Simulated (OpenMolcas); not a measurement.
**Cu3+: effect of the basis set**

* Program: OpenMolcas
* Method: CASSCF
* Active space: 8 electrons in 5 orbitals (3d)
* State averaging: 2S+1 = 3 even, 10 roots; 2S+1 = 1 even, 15 roots
* Spin-orbit coupling: RASSI with atomic mean-field integrals over the reference wave functions, term energies averaged over their components

A. ANO-RCC-VDZP [5s4p2d1f], DKH2, point nucleus; cost about 5 core-seconds
B. ANO-RCC-VTZP [6s5p3d2f1g], DKH2, point nucleus; cost about 6 core-seconds
C. ANO-L-VTZP [6s5p3d2f1g], non-relativistic, point nucleus; cost of the order of 8 core-seconds
D. ANO-R2 [6s4p4d2f1g], X2C, finite nucleus; cost roughly 5 core-seconds
E. ANO-RCC-VQZP [7s6p4d3f2g1h], DKH2, point nucleus; cost about 7 core-seconds
F. ANO-R3 [7s5p5d3f2g1h], X2C, finite nucleus; cost about 8 core-seconds

Energies in cm-1 above 3d8 3F4, the measured ground level; measured values from Sugar and Musgrove, J. Phys. Chem. Ref. Data 19, 527 (1990).

| Level | A | B | C | D | E | F | Measured |
| --- | --- | --- | --- | --- | --- | --- | --- |
| 3d8 3F4 | 0.0 | 0.0 | 0.0 | 0.0 | 0.0 | 0.0 | 0.0 |
| 3d8 3F3 | 1928 | 1820 | 1852 | 1837 | 1837 | 1842 | 1861 |
| 3d8 3F2 | 3220 | 3051 | 3103 | 3078 | 3078 | 3085 | 3078 |
| 3d8 1D2 | 19285 | 19656 | 19729 | 19612 | 19595 | 19612 | 16248 |
| 3d8 3P2 | 23509 | 23821 | 23925 | 23793 | 23773 | 23796 | 19697 |
| 3d8 3P1 | 23955 | 24267 | 24373 | 24240 | 24220 | 24243 | 20097 |
| 3d8 3P0 | 24315 | 24616 | 24727 | 24591 | 24571 | 24594 | 20423 |
| 3d8 1G4 | 29937 | 30468 | 30586 | 30406 | 30380 | 30407 | 26913 |
| 3d8 1S0 | 71744 | 73244 | 73502 | 73052 | 72987 | 73048 | 61456 |

Deviations, from unrounded energies. A percentage is the sum of absolute deviations over the sum of measured energies, with the sign that they share, or ± where signs differ.

```
                        Against measurement  Levels      A      B      C      D      E      F
             mean absolute deviation (cm-1)       8   3500   3900   4000   3900   3800   3900
      fine structure of the ground term (%)       2   +4.2   -1.4   ±0.7   ±0.5   ±0.5   ±0.6
other terms of the ground configuration (%)       6  +16.9  +19.0  +19.4  +18.7  +18.6  +18.7
```

A lies closest to measurement on these levels and C furthest from it. The largest miss of A in the table is 3d8 1S0, by +10000 cm-1. The ranking rests on the paired levels alone, and a cruder setting can come out closer through cancelling errors.

Among A to F the level of the table that moves most is 3d8 1S0, by 1800 cm-1 (lowest in A, highest in C).

Without dynamic correlation excited terms often stand tens of per cent too high (terms of higher spin than the ground term too low), and those without a measured partner can miss by more than the paired ones. The basis is small and was not contracted for so high a charge (holds for A). Measured partners are found by configuration, term and J. A level has none where our copy of the source lacks it or the pairing is in doubt (some pairs that miss far off the trend of their configuration count as doubtful), and it then counts in no deviation. Levels of configurations outside the active space are missing.
